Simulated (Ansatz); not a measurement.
Molecular dynamics of H₁₀Si₄

Input:

```yaml
crystal:
  periodic: [false, false, false]
  atoms:
    - { symbol: Si, position_ang: [-0.038615, 0.035457, 0.023548] }
    - { symbol: Si, position_ang: [0.108339, -0.053969, 2.306762] }
    - { symbol: H, position_ang: [-1.247562, -0.181261, 2.680477] }
    - { symbol: H, position_ang: [0.887329, -1.114063, 2.913222] }
    - { symbol: H, position_ang: [0.695816, 1.213397, 2.675758] }
    - { symbol: H, position_ang: [1.202588, 0.33955, -0.384789] }
    - { symbol: Si, position_ang: [-1.151857, 1.822812, -0.722449] }
    - { symbol: H, position_ang: [-2.546182, 1.772586, 0.011263] }
    - { symbol: H, position_ang: [-0.542063, 2.910215, 0.036783] }
    - { symbol: H, position_ang: [-1.645118, 2.016091, -2.184848] }
    - { symbol: Si, position_ang: [-0.941496, -1.834743, -0.949223] }
    - { symbol: H, position_ang: [-2.303585, -1.94167, -0.544452] }
    - { symbol: H, position_ang: [-0.745161, -1.885038, -2.330178] }
    - { symbol: H, position_ang: [-0.273652, -2.990678, -0.405832] }
basis:
  gaussian: { orbitals: STO-3G }
hamiltonian:
  xc: pbe0
  dispersion: d4
md:
  timestep: 2.5
  n_steps: 40
  ensemble: nvt_langevin
  temperature: 700.0
  initial_velocities: maxwell_boltzmann
  seed: 806240
  friction: 0.02
```

Run as:

```bash
$ ansatz run input.yaml --threads 1 --pin off --max-ram 2048MiB --backend cpu --events-out ev --progress --plain --runs-dir out
```

It goes on from the last frame of an earlier run, with new velocities.

Output, in part (step lines, the closing report, with atoms numbered from 0):

```
md step     0: t =     0.00 fs  T =   650.0 K  F+E_penalty+E_count = -31295.36764993 eV  E_kin = 1.176266 eV  (19 SCF iters)
[... lines left out ...]
Total energy: -31295.36704436 eV, -1150.0835261185 hartree
Atom 0 at    -0.048560    -0.069535     0.197586 Å, force     3.359891    -2.820442    -2.447903 eV/Å
Atom 1 at     0.263993     0.068161     2.343467 Å, force     2.396209     0.908686     2.495075 eV/Å
Atom 2 at     0.937795     1.348781     2.817088 Å, force    -0.584251    -1.322057    -1.052645 eV/Å
Atom 3 at    -0.916447     0.154751     3.131016 Å, force    -0.622654    -0.608002     0.313735 eV/Å
Atom 4 at     1.236063    -0.999498     2.802581 Å, force    -1.361077     0.897064    -0.387428 eV/Å
Atom 5 at     1.420394     0.100832    -0.274265 Å, force    -2.047050    -0.224477     0.457578 eV/Å
Atom 6 at    -1.246293     1.457163    -0.719373 Å, force    -3.046497     0.219611     0.819801 eV/Å
Atom 7 at    -2.582054     1.172980    -0.056166 Å, force     1.301590     0.947699    -0.635103 eV/Å
Atom 8 at    -0.807691     2.816478    -0.546473 Å, force    -0.078944     0.116673     0.027490 eV/Å
Atom 9 at    -1.550207     1.167684    -2.074881 Å, force     0.240307     0.052996    -0.773222 eV/Å
Atom 10 at    -0.633399    -2.237563    -0.663414 Å, force     1.373213     1.515564     0.091986 eV/Å
Atom 11 at    -1.972470    -2.273834    -1.247096 Å, force     0.115295    -0.255113     0.818742 eV/Å
Atom 12 at     0.190513    -2.689441    -1.793792 Å, force    -0.128352     0.623287     0.444145 eV/Å
Atom 13 at    -0.217157    -3.165414     0.383448 Å, force    -0.917681    -0.051488    -0.172251 eV/Å
Dipole moment:    -0.089200     0.004576    -0.040482 e Å
```

The steps, from the saved trajectory:

```json
{"time (fs)": "0", "T (K)": "650", "potential energy less start (eV)": "0.000"}
{"time (fs)": "2.5", "T (K)": "702", "potential energy less start (eV)": "-0.148"}
{"time (fs)": "5", "T (K)": "663", "potential energy less start (eV)": "0.075"}
{"time (fs)": "7.5", "T (K)": "659", "potential energy less start (eV)": "-0.002"}
{"time (fs)": "10", "T (K)": "674", "potential energy less start (eV)": "-0.335"}
{"time (fs)": "12.5", "T (K)": "655", "potential energy less start (eV)": "-0.172"}
{"time (fs)": "15", "T (K)": "863", "potential energy less start (eV)": "-0.695"}
{"time (fs)": "17.5", "T (K)": "732", "potential energy less start (eV)": "-0.058"}
{"time (fs)": "20", "T (K)": "691", "potential energy less start (eV)": "-0.325"}
{"time (fs)": "22.5", "T (K)": "647", "potential energy less start (eV)": "-0.180"}
{"time (fs)": "25", "T (K)": "677", "potential energy less start (eV)": "-0.123"}
{"time (fs)": "27.5", "T (K)": "668", "potential energy less start (eV)": "-0.339"}
{"time (fs)": "30", "T (K)": "473", "potential energy less start (eV)": "0.069"}
{"time (fs)": "32.5", "T (K)": "733", "potential energy less start (eV)": "-0.539"}
{"time (fs)": "35", "T (K)": "476", "potential energy less start (eV)": "0.249"}
{"time (fs)": "37.5", "T (K)": "775", "potential energy less start (eV)": "-0.554"}
{"time (fs)": "40", "T (K)": "470", "potential energy less start (eV)": "0.192"}
{"time (fs)": "42.5", "T (K)": "671", "potential energy less start (eV)": "-0.382"}
{"time (fs)": "45", "T (K)": "603", "potential energy less start (eV)": "-0.211"}
{"time (fs)": "47.5", "T (K)": "511", "potential energy less start (eV)": "-0.127"}
{"time (fs)": "50", "T (K)": "566", "potential energy less start (eV)": "-0.212"}
{"time (fs)": "52.5", "T (K)": "367", "potential energy less start (eV)": "0.197"}
{"time (fs)": "55", "T (K)": "622", "potential energy less start (eV)": "-0.312"}
{"time (fs)": "57.5", "T (K)": "568", "potential energy less start (eV)": "0.095"}
{"time (fs)": "60", "T (K)": "822", "potential energy less start (eV)": "-0.449"}
{"time (fs)": "62.5", "T (K)": "676", "potential energy less start (eV)": "0.031"}
{"time (fs)": "65", "T (K)": "626", "potential energy less start (eV)": "-0.122"}
{"time (fs)": "67.5", "T (K)": "666", "potential energy less start (eV)": "-0.200"}
{"time (fs)": "70", "T (K)": "526", "potential energy less start (eV)": "0.469"}
{"time (fs)": "72.5", "T (K)": "739", "potential energy less start (eV)": "-0.064"}
{"time (fs)": "75", "T (K)": "563", "potential energy less start (eV)": "0.307"}
{"time (fs)": "77.5", "T (K)": "739", "potential energy less start (eV)": "-0.211"}
{"time (fs)": "80", "T (K)": "841", "potential energy less start (eV)": "-0.358"}
{"time (fs)": "82.5", "T (K)": "912", "potential energy less start (eV)": "-0.515"}
{"time (fs)": "85", "T (K)": "939", "potential energy less start (eV)": "-0.564"}
{"time (fs)": "87.5", "T (K)": "793", "potential energy less start (eV)": "-0.343"}
{"time (fs)": "90", "T (K)": "695", "potential energy less start (eV)": "-0.394"}
{"time (fs)": "92.5", "T (K)": "543", "potential energy less start (eV)": "0.139"}
{"time (fs)": "95", "T (K)": "594", "potential energy less start (eV)": "-0.182"}
{"time (fs)": "97.5", "T (K)": "527", "potential energy less start (eV)": "0.226"}
{"time (fs)": "100", "T (K)": "696", "potential energy less start (eV)": "0.001"}
```

The run went to its last step. A step of 2.5 fs is long for free X–H stretches (periods near 10 fs) and can bias their spread and the temperature. A run of 0.1 ps of so small a system gives no equilibrium averages. Limits of this set-up: minimal basis.

The same pairs are bonded in the first frame and the last. Pairs count as bonded within 1.25 times the sum of covalent radii (0.12 Å more for H–H).

Last frame:

```xyz
14
Properties=species:S:1:pos:R:3
Si -0.049 -0.070 0.198
Si 0.264 0.068 2.344
H 0.938 1.349 2.817
H -0.916 0.155 3.131
H 1.236 -1.000 2.803
H 1.420 0.101 -0.274
Si -1.246 1.457 -0.719
H -2.582 1.173 -0.056
H -0.808 2.817 -0.546
H -1.550 1.168 -2.075
Si -0.633 -2.238 -0.663
H -1.972 -2.274 -1.247
H 0.191 -2.689 -1.794
H -0.217 -3.165 0.383
```

Run time: 2 min on 1 thread of Arm Neoverse V1, with other jobs on the host, peak memory 0.12 GiB.
